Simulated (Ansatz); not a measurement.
`[F][Ga]([F])[SeH]` + H₂ → `[F][GaH][SeH]` + H–F at 600 K and 1 bar (hydrogenolysis of a Ga–F bond).

Isolated molecules relaxed with PBE0-D4/def2-TZVP in Ansatz; ΔE leaves out vibrations. CBS: MP2 limit from def2 TZ/QZ plus the TZ coupled-cluster correction, frozen cores. This one scheme is used for every species. For Ga, Se outer-core shells are correlated without core-valence functions, which leaves a few kJ/mol of doubt a bond. Scalar relativity is left out up to krypton. One conformer a species, not always the lowest.

```tsv
species	CCSD(T)/CBS energy (Eh)	H − E (kJ/mol)	S (J/(mol·K))
`[F][Ga]([F])[SeH]`	-4524.95394	78.3	404.3
H₂	-1.17544	43.9	150.8
`[F][GaH][SeH]`	-4425.71391	85.6	373.7
H–F	-100.39570	42.3	194.0
```

H − E and S are ideal-gas, rigid-rotor, harmonic terms from PBE0-D4/def2-TZVP, for one conformer and one mirror image of each species. The MP2-based limit puts H₂ 0.8 mEh under its directly extrapolated value; such offsets cancel only in part. 1 Eh = 2625.50 kJ/mol, R = 8.31446 J/(mol·K).

By hand: ΔE, ΔH, ΔS and ΔG.

ΔE = (-4425.71391) + (-100.39570) − (-4524.95394) − (-1.17544) = 0.01977 Eh = 51.9 kJ/mol. Δ(H − E) = 85.6 + 42.3 − 78.3 − 43.9 = 5.7, so ΔH = 57.6 kJ/mol. ΔS = 373.7 + 194.0 − 404.3 − 150.8 = 12.6 J/(mol·K). ΔG = 57.6 − 600 × (12.6)/1000 = 50.0 kJ/mol.

By hand: the equilibrium constant, and the temperature at which ΔG would vanish if ΔH and ΔS stayed fixed.

log₁₀ K = −ΔG/(RT ln 10) = -4.4. ΔG = 0 at ΔH/ΔS = 4571 K, far beyond where these terms or the molecules hold.

The number of gas molecules stays the same, so ΔS is small and ΔH decides. A doubt of 5 kJ/mol in ΔE shifts log₁₀ K by 0.4 here. Other conformers and mirror images would add mixing entropy, several J/(mol·K) or more a flexible species. These are equilibria of isolated gas molecules and say nothing of rates. Largest T1 diagnostic: 0.013 (customary marks: 0.02 for closed shells, 0.045 for open ones).
